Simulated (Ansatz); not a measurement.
The Al1–I4 bond of AlH2I (SMILES [AlH2][I]) is stretched (multiplicity 1, the rest rigid).
Geometry at rest (charge 0, multiplicity 1):
```xyz
4

Al    -1.0295    -1.5930     0.2675
H     -0.5193    -2.6238     1.3372
H     -2.3270    -1.7805    -0.5976
I      0.3062     0.4738    -0.0796
```

Frozen-core correlation. Filled d and f shells under p-block atoms count as core.

Programs: Ansatz (a program for electronic structure) with Gaussian orbitals. Values without a source in brackets are computed. In def2 rows elements past Kr take small-core potentials, without spin–orbit coupling.

Energies above the point at 2.485 Å (the B3LYP-D3(BJ) bond length), FIC-MRCISD+Q on CASSCF(6,4)/def2-TZVPP (kcal/mol): 10.59 at 2.237 Å; 5.87 at 2.734 Å; 89.28 at 7.953 Å.

### Question
Take the last value as the depth D of a Morse curve D(1 − e^(−a(R − R₀)))², fit a and R₀ to the two near points, and test it at 3.355 and 4.349 Å.

### Answer

With D = 89.3, both near points (counted from the curve's value at 2.485 Å) are met by a = 1.19 Å⁻¹ and R₀ = 2.485 Å, so k = 2Da² = 254 kcal/(mol Å²). The curve then gives 37.2 and 71.0 kcal/mol; the level itself gives 38.2 and 76.9, so Morse is off by -1.0 and -5.9.

Doubts at one or more of the structures used: active orbitals that take no part (FIC-MRCISD+Q on CASSCF(6,4)/def2-TZVPP).
